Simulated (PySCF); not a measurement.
NMR data simulated for an unnamed compound:

$^{1}$H NMR (400 MHz, computed): δ 3.95 (s, 3H), 0.88 (br s, 4H).

$^{13}$C{$^{1}$H} NMR (computed): δ 126.0 (C), 52.4 (CH3).

Computed data (PySCF 2.14): GFN2-xTB geometry, shieldings: GIAO PBE0/pcSseg-1. Averaged over atoms made equivalent by symmetry, fast rotation or ring inversion, no relativistic terms, single conformer, no solvent model.

Shifts are taken against calculated references (same method and geometry level): $^{1}$H, $^{13}$C vs TMS.

Task: Which of these does the molecule contain: an NH or NH2 group, an OH group, an ester, a methoxy group, a nitrile?

Result: 
- An NH or NH2 group: yes (δH 0.88 (br s)).
- An OH group: no.
- An ester: no.
- A methoxy group: no.
- A nitrile: yes (δC 126.0).

The data belong to `CO[Si](N)(N)C#N`, C₂H₇N₃OSi; they needn't prove each group on their own.

Carbon signals by region: 1 in the sp2 and nitrile region (100–160 ppm), 1 at 50–100 ppm.

The OH or NH signal is concentration- and solvent-dependent in practice; the value given is the gas-phase one. Shifts are as computed. Against solution values, carbons near 30 ppm lie about +3 ppm off and those near 130 ppm about +5 ppm. Of 1211 compounds with measured shifts, 218 miss one by over three times the rms of a fit or turn the order of signals round; such compounds aren't used in these exercises.
